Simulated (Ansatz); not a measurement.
```xyz
11

C    -1.926   -0.858   -0.055
C    -0.951    0.010    0.226
B     0.469   -0.162   -0.350
C     1.564    0.933   -0.185
I     2.300   -0.064    1.596
H    -1.728   -1.739   -0.659
H    -2.947   -0.730    0.294
H    -1.204    0.876    0.839
H     0.743   -1.150   -0.971
H     2.406    0.952   -0.871
H     1.275    1.931    0.137
```

Charge 0, multiplicity 1. I: def2 effective core potential.

(1) List the B3LYP/def2-TZVPP orbital energies in eV (Ansatz). (Best estimate.)

## Answers

(1) The calculation gave: Occupied: -277.74, -277.14, -276.47, -186.46, -183.43, -132.70, -132.40, -132.36, -52.37, -52.28, -52.25, -51.99, -51.99, -21.10, -20.64, -17.62, -15.89, -13.65, -12.48, -12.40, -10.85, -10.19, -9.14, -8.81, -8.15, -7.34, -7.15. Lowest empty: -1.94, -0.99, 0.89, 1.32, 1.48, 1.80, 2.49, 2.80.

B3LYP here is the variant with VWN-RPA as its local correlation; programs differ in this.
